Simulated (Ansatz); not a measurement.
Here is a job for Ansatz (a quantum-chemistry and plane-wave program).
Ansatz 0.2 input:
```yaml
crystal:
  periodic: [false, false, false]
  atoms:
    - {symbol: O, position_ang: [-0.02332529, 0.71193013, 0.00726451]}
    - {symbol: O, position_ang: [0.07575055, -0.76292975, -0.06409921]}
    - {symbol: H, position_ang: [0.91421811, 0.96232832, 0.00889340]}
    - {symbol: H, position_ang: [-0.90582034, -0.90952560, 0.01063579]}
basis:
  gaussian:
    orbitals: aug-cc-pVDZ
hamiltonian:
  xc: b3lyp
relax: {}
```

Question: What does this run give for the total energy at the end of the optimisation, number of basis functions, Mulliken (on the basis functions themselves) charges in atom order, dipole moment?

Answer: 
- total energy at the end of the optimisation = -151.5787 Eh
- number of basis functions = 64
- Mulliken (on the basis functions themselves) charges in atom order = O1 -0.16, O2 -0.16, H3 0.16, H4 0.16
- dipole moment = 1.73 D

Question: Roughly what does it cost on one core?

Answer: about 17 core-seconds (a rough figure).
